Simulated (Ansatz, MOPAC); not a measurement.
Molecule: C$_{4}$H$_{9}$O (charge 0, doublet). SMILES: OCC(C)[CH2]

Atoms: C1, C2, C3, C4, O5, H6, H7, H8, H9, H10, H11, H12, H13, H14. Bonds: C1-C2, C1-H6, C1-H7, C2-C3, C2-C4, C2-H8, C3-H9, C3-H10, C3-H11, C4-O5, C4-H12, C4-H13, O5-H14.

Bond lengths (Å) and angles (degrees) optimised at AM1 with MOPAC; PM3 with MOPAC; PM7 with MOPAC; HF/STO-3G with Ansatz (a quantum-chemistry and plane-wave program); B3LYP/6-31G* with Ansatz; MP2/6-31G* with Ansatz, each started from the B3LYP-D3(BJ)/def2-TZVP structure (Ansatz) of the last column. A row stands for all coordinates that are equal there; 13 of 33 kinds are shown. 6-31G* holds six Cartesian d functions. No wavenumbers were computed at HF/STO-3G, MP2/6-31G*, so these may be saddle points.

| coordinate | AM1 | PM3 | PM7 | HF/STO-3G | B3LYP/6-31G* | MP2/6-31G* | B3LYP-D3(BJ)/def2-TZVP |
|---|---|---|---|---|---|---|---|
| C1-C2 | 1.466 | 1.471 | 1.467 | 1.524 | 1.495 | 1.494 | 1.487 |
| C1-H6 | 1.090 | 1.083 | 1.064 | 1.083 | 1.087 | 1.085 | 1.082 |
| C1-H7 | 1.090 | 1.083 | 1.065 | 1.083 | 1.086 | 1.083 | 1.081 |
| C2-C3 | 1.516 | 1.521 | 1.533 | 1.546 | 1.537 | 1.528 | 1.530 |
| C2-C4 | 1.530 | 1.538 | 1.541 | 1.553 | 1.535 | 1.524 | 1.528 |
| C2-H8 | 1.133 | 1.122 | 1.131 | 1.094 | 1.107 | 1.104 | 1.104 |
| C3-H9 | 1.116 | 1.098 | 1.095 | 1.086 | 1.097 | 1.095 | 1.093 |
| C3-H10 | 1.117 | 1.097 | 1.099 | 1.085 | 1.093 | 1.091 | 1.089 |
| C1-C2-C3 | 112.1 | 111.4 | 112.1 | 111.5 | 112.4 | 112.0 | 112.4 |
| C1-C2-C4 | 111.0 | 110.7 | 111.0 | 110.5 | 110.7 | 110.3 | 110.6 |
| C3-C2-C4 | 110.5 | 111.2 | 110.2 | 110.8 | 111.6 | 111.1 | 111.7 |
| C2-C4-O5 | 107.2 | 108.0 | 104.6 | 108.5 | 108.3 | 107.7 | 108.6 |
| C2-C1-H6 | 120.8 | 121.6 | 121.7 | 118.9 | 120.9 | 120.7 | 120.9 |

Mean signed difference of all 13 bond lengths from B3LYP-D3(BJ)/def2-TZVP: AM1 0.010 Å, PM3 0.001 Å, PM7 0.002 Å, HF/STO-3G 0.007 Å, B3LYP/6-31G* 0.005 Å, MP2/6-31G* 0.002 Å.
